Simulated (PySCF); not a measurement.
C4H2BrCl, SMILES C#C/C(Cl)=C\Br. Atoms are numbered in the order given.

```xyz
8

C      2.5695     1.1274     0.0000
C      1.3451     1.0695     0.0000
C     -0.0701     1.0264     0.0000
Cl    -0.8849     2.5859     0.0000
C     -0.8446    -0.0911     0.0000
Br    -0.1333    -1.8255     0.0000
H      3.6499     1.1718     0.0000
H     -1.9415    -0.0324     0.0000
```
Charge 0, spin multiplicity 1.

Geometry: PBE-D3(BJ)/def2-SVP. The structure was generated by enumeration; whether it is a known compound was not checked.

The numbers are results of PBE-D3(BJ)/def2-SVP run with PySCF 2.14.0, not measurements.

Frequencies are harmonic and unscaled.

```
mode  ν (cm⁻¹)  IR (km/mol)  moving atoms (share of kinetic energy)
----  --------  -----------  --------------------------------------
1          106          0.5                 C 65 %, Br 21 %, H 11 %
2          175          0.0                  C 70 %, Cl 15 %, H 8 %
3          205          2.5                         C 62 %, Cl 29 %
4          255          5.8                          C 79 %, H 20 %
5          270          0.5                Cl 44 %, Br 35 %, C 19 %
6          477          1.3                         C 67 %, Cl 28 %
7          581          0.5                                  C 96 %
8          624         32.9                          H 80 %, C 20 %
9          668         20.7                          H 76 %, C 24 %
10         701          3.1                                  C 90 %
11         739        104.6                         C 77 %, Cl 10 %
12         753         26.0                          H 75 %, C 25 %
13        1008         55.6                          C 66 %, H 32 %
14        1220          4.4                          H 62 %, C 38 %
15        1579          3.1                                  C 98 %
16        2149         10.6                           C 92 %, H 8 %
17        3164         12.8                           H 91 %, C 9 %
18        3406         85.7                          H 86 %, C 14 %
```
